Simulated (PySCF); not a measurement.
Theory: PySCF, delta-SCF UKS SCAN, pcX-2 on the ionised atom, pcseg-1 elsewhere, spin-free X2C. Geometries: PBE0-D3(BJ)/def2-SVP; isolated species, one conformer each. Values against the vacuum level.

Task: Rank by computed C 1s binding energy, lowest first.
A. C5 in `[CH2:1]=[C:2]([F:3])[SiH2:4][CH2:5][AlH-:6]1[Cl+:7][AlH2-:8][Cl+:9]1`
B. C4 in `[CH2:1]=[N:2]/[CH:3]=[CH:4]\[F:5]`
C. Carbon in `C[NH][GeH2][Se][GeH3]`
D. C5 in `[F:1][B:2]([F:3])[c:4]1[cH:5][cH:6][cH:7][cH:8][cH:9]1`

Result: A (289.65 eV), D (290.60 eV), C (291.50 eV), B (292.79 eV).

From the lowest up, the atoms are bonded to: 2 H, Si and Al (289.65); 2 C (aromatic in the SMILES) and H (290.60); N and 3 H (291.50); F, C (double bond) and H (292.79).
